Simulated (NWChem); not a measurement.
Species: C3H5 cation

```xyz
8

C     -1.1916     0.0000     0.2115
C      0.0000     0.0000    -0.4943
C      1.1916     0.0000     0.2115
H     -2.1547     0.0000    -0.2966
H     -1.2062     0.0000     1.3007
H      0.0000     0.0000    -1.5809
H      2.1547     0.0000    -0.2966
H      1.2062     0.0000     1.3007
```
Atoms are numbered in this order, from 1.

All runs: NWChem. All runs use the structure optimised with B3LYP/6-31G* (spherical d). Vertical excitations in the gas phase; the lowest state need not have the same character in each row.

```
level                                      lowest excitation, singlet (eV)  oscillator strength of that lowest state  lowest state with f > 0.02, singlet (eV)  oscillator strength of that bright state  lowest triplet (eV)  orbital gap (eV)
-----------------------------------------  -------------------------------  ----------------------------------------  ----------------------------------------  ----------------------------------------  -------------------  ----------------
PBE/def2-SVP, TDA                                                     4.45                                     0.000                                      6.78                                     0.630                 2.65              3.60
B3LYP/def2-SVP, TDA                                                   5.01                                     0.000                                      6.55                                     0.624                 2.63              5.19
CAM-B3LYP/def2-SVP, TDA                                               5.17                                     0.000                                      6.41                                     0.610                 2.53              8.09
LDA (Slater exchange, VWN5)/def2-SVP, TDA                                …                                     0.000                                         …                                         …                    …              3.57
```

### Question
Fill in the missing entries.

### Answer

- LDA (Slater exchange, VWN5)/def2-SVP, TDA, lowest excitation, singlet (eV): 4.22
- LDA (Slater exchange, VWN5)/def2-SVP, TDA, lowest state with f > 0.02, singlet (eV): 6.86
- LDA (Slater exchange, VWN5)/def2-SVP, TDA, oscillator strength of that bright state: 0.639
- LDA (Slater exchange, VWN5)/def2-SVP, TDA, lowest triplet (eV): 2.89
